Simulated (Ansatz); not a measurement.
Species: BNH$_{2}$Br, charge 0, doublet. BNH2Br (SMILES [NH]BBr, doublet).
B3LYP-D3(BJ)/def2-TZVP minimum from Ansatz (an electronic-structure program):
```
B
N 1 1.3577
H 2 1.0072 1 139.83
H 1 1.1879 2 124.33 3 -116.03
Br 1 1.9600 4 118.20 2 174.26
```
Charge 0, spin multiplicity 2.

Total energies in cc-pVDZ, 17 correlated electrons, 16 frozen orbitals. Open shells are spin-unrestricted; no spin-orbit coupling. Cores are frozen in correlated methods (noble-gas shells, and filled d and f shells in the p block). No relativity. Spin-orbit terms, left out, reach several kcal/mol for Br and I, and more for heavier atoms.

```tsv
method	program	energy (Eh)	minus CCSDT(Q) (mEh)
HF	Ansatz	-2652.70505	376.94
MP2	Ansatz	-2653.03420	47.79
CCSD	Ansatz	-2653.06998	12.01
CCSD(T)	Ansatz	-2653.08002	1.97
CCSDT(Q)	Ansatz	-2653.08199	0.00
```

Rough core times of Ansatz's runs on a shared machine: CCSD(T) under 20 s, CCSDT(Q) 8 min.
